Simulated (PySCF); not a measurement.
Gas-phase reaction: GeF2 + 5 GeH2F2 = 2 GeH3 + 4 GeHF3

Computed with PySCF and rigid-rotor harmonic-oscillator thermochemistry at 1 bar. † marks an energy on the PBE0/def2-TZVP geometry and frequencies; other levels use their own. MP2 freezes the core. 6-31G* has spherical d functions here. Open shells (unrestricted): GeH3 (multiplicity 2); the rest are closed-shell singlets. B3LYP is the form with VWN-RPA correlation. Ge: all electrons, no relativistic terms. GeH2F2, GeH3, GeHF3: computed as isolated molecules; such fragments, hydroxides, amides, oligomers or adducts are transient or little studied in the gas. MP2 isn't extrapolated to the basis-set limit; its ΔH°(298 K) is 159.7 kJ in def2-SVP and 180.0 kJ in def2-TZVPP. The harmonic model lacks anharmonicity and excited electronic states, which grow with temperature; levels with a mode under 35 cm⁻¹ are left out.

```csv
level,"ΔE electronic, kJ","ΔH°(298 K), kJ","ΔS°(298 K), J/K","ΔG°(800 K), kJ"
B3LYP/6-31G*,212,202,-18,213
B3LYP/def2-TZVP†,236,227,-19,239
HF/6-31G*,130,120,-21,133
M06-2X/def2-TZVP†,183,174,-19,186
MP2/def2-SVP†,169,160,-19,172
MP2/def2-TZVPP†,189,180,-19,192
PBE/def2-SVP,216,207,-17,216
PBE/def2-TZVP†,226,217,-19,229
LDA/def2-TZVP†,224,215,-19,227
ωB97M-V/def2-TZVP†,222,213,-19,225
```
ΔH° is lowest at HF/6-31G* and highest at B3LYP/def2-TZVP†. No reference value is set beside these.
